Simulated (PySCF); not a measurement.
Computed with PBE-D3(BJ)/def2-TZVP // B3LYP-D3(BJ)/def2-TZVP (PySCF). Isolated molecules, 0 K electronic values unless said otherwise. One relaxed conformer stands for a flexible species; it need not be the lowest. 

Reference species (SMILES): `C[C@@H]1CO1` (neutral, multiplicity 1).

- HOMO–LUMO gap = 6.88 eV

Changed species: `C/C=C/O` (C–C–O–H torsion 180°).

Problem. Predict the effect on the HOMO–LUMO gap.

Solution. the HOMO–LUMO gap falls by 1.75 eV, to 5.13 eV.
